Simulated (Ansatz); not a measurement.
Reactions of C2H6OSSi, SMILES `C=C(S)O[SiH3]`.

Program: Ansatz. Geometries: PBE0-D4/def2-TZVP. ΔE: electronic, gas phase. CCSD(T)/CBS is the MP2 limit (def2-TZVPP, def2-QZVPP) plus CCSD(T) − MP2 in def2-TZVPP, frozen cores. This one scheme is used for every species, atoms too. For atomizations the MP2-based limit and the directly extrapolated one differ by several kJ/mol either way, and by 10 to 25 for some Ge, Se and Sn compounds, so smaller differences from it don't rank the levels. Open shells (•) are unrestricted, without spin–orbit coupling. Spin–orbit coupling would lower the free atoms: a little for C, O, S, Si. For Se outer-core shells are correlated without core-valence functions, so the limit isn't a true one: a few kJ/mol of doubt a bond, and 10 to 20 or more in all where bonds break to atoms. Scalar relativity is left out up to krypton. One conformer a species, not always the lowest.

| reaction | CCSD(T)/CBS(def2) (kcal/mol) |
| --- | --- |
| `C=C(S)O[SiH3]` → `COC([SiH3])=S` | 27.3 |
| `C=C(S)O[SiH3]` + `C[O][Al]([OH])[F]` → `C[O][Al]([F])[O][SiH3]` + `C=C(O)S` | -6.0 |
| `C=C(S)O[SiH3]` → `[SiH3]O/C=C\S` | 0.2 |
| `C=C(S)O[SiH3]` → 2 C• + 6 H• + O• + S• + Si• | 957.4 |
| `C=C(S)O[SiH3]` + `O[SiH](O)O` → `O[SiH](O)O[SiH3]` + `C=C(O)S` | -5.2 |
| `C=C(S)O[SiH3]` → `C=C(O)S[SiH3]` | ? |
| `C=C(S)O[SiH3]` → `C=C(O)S` + `[SiH2]` | 76.0 |
| `C=C(S)O[SiH3]` + H₂Se → `C=C(S)[SeH]` + `O[SiH3]` | ? |
| `C=C(S)O[SiH3]` → `C[SiH](S)C=O` | -12.7 |
| `C=C(S)O[SiH3]` + `CC1C[SiH2]1` → `[SiH3]CC1C[SiH2]1` + `C=C(O)S` | ? |

(1) Fill in the missing values. (An estimate is asked.)

Largest T1 diagnostic: 0.017, for `COC([SiH3])=S`.

## Answers

(1) The calculation gave: `C=C(S)O[SiH3]` → `C=C(O)S[SiH3]`: +6.0 kcal/mol; `C=C(S)O[SiH3]` + H₂Se → `C=C(S)[SeH]` + `O[SiH3]`: -6.2 kcal/mol; `C=C(S)O[SiH3]` + `CC1C[SiH2]1` → `[SiH3]CC1C[SiH2]1` + `C=C(O)S`: +21.4 kcal/mol.
